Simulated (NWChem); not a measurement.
System: ZnH2Se; SMILES [ZnH][SeH]

```xyz
4

Zn     0.0128    -1.1992     0.0000
H      0.0091    -2.7415     0.0000
Se     0.0313     1.1064     0.0000
H     -1.4571     1.1012     0.0000
```
Atoms are numbered in this order, from 1.

Computed with NWChem. Pople sets run with spherical d functions. Medium grid unless said otherwise, to which SCAN and Minnesota functionals are sensitive. Geometry: optimised at PBE-D3(BJ)/def2-SVP. Total energies of different functionals are on different scales.

```tsv
level	energy (Ha)	highest occupied level (eV)	orbital gap (eV)	dipole (D)
B3LYP/6-31G*	-4181.6145	-6.58	5.62	1.15
PBE/6-31G*	-4180.8862	-5.72	4.32	1.11
TPSSh/6-31G*	-4181.4507	-6.25	5.30	1.20
KT2/6-31G*	-4198.6510	-5.79	4.31	1.09
PBE0/6-31G*	-4180.9951	-6.84	6.13	1.28
M05-2X/6-31G*	-4181.3881	-8.14	8.03	1.51
MPW1K/6-31G*	-4181.7948	-7.66	7.41	1.38
revPBE/6-31G*	-4181.2038	-5.67	4.37	1.11
r2SCAN0/6-31G*	-4181.4523	-7.02	6.50	1.36
```
